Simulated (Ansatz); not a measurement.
CH8BGaSi (`C[B]([SiH3])[GaH2]`). The species carries charge 0 and has multiplicity 1.

Z-matrix (Å, degrees):
```
C
B 1 1.561
H 1 1.093 2 115.3
H 1 1.092 2 116.5 3 130.6
H 1 1.105 2 102.8 3 -114.3
Si 2 2.024 1 118.6 3 30.7
Ga 2 2.074 1 124.7 3 -154.8
H 6 1.492 2 113.6 1 -36.0
H 6 1.491 2 113.7 1 -160.0
H 6 1.495 2 106.6 1 82.6
H 7 1.577 2 123.4 1 -89.7
H 7 1.578 2 121.1 1 93.8
```

Problem. List the harmonic frequencies (cm⁻¹, unscaled) at PBE0-D4/def2-TZVP in Ansatz. (Estimate.)

Solution. Computed: 32, 91, 127, 181, 184, 206, 335, 360, 493, 514, 592, 689, 731, 749, 882, 922, 949, 978, 1066, 1299, 1406, 1474, 1927, 1931, 2182, 2195, 2203, 2982, 3076, 3122.

Problem. Is this a minimum?

Solution. Yes, all 30 modes are real.

Problem. Give the ideal-gas thermochemistry at 298.15 K and 1 bar (rigid rotor, harmonic oscillator; point group C1, symmetry number 1).

Solution. Zero-point energy 202.6 kJ/mol; H(298) − E = 228.1 kJ/mol; entropy 389.0 J/(mol·K), of which translation 169.4, rotation 116.6, vibration 103.0; G(298) − E = 112.1 kJ/mol. Modes under 100 cm⁻¹ are hindered rotations or soft bends, so the harmonic entropy is rough.

Problem. And at 400, 500, 600, 800 and 1000 K?

Solution. 
| T (K) | H − E (kJ/mol) | S (J/mol/K) | G − E (kJ/mol) |
| --- | --- | --- | --- |
| 400 | 242.5 | 430.4 | 70.4 |
| 500 | 258.7 | 466.4 | 25.5 |
| 600 | 276.5 | 498.8 | -22.8 |
| 800 | 316.1 | 555.6 | -128.4 |
| 1000 | 359.7 | 604.2 | -244.5 |

Problem. Rotational constants (cm⁻¹)?

Solution. 0.1555, 0.05544, 0.04252.
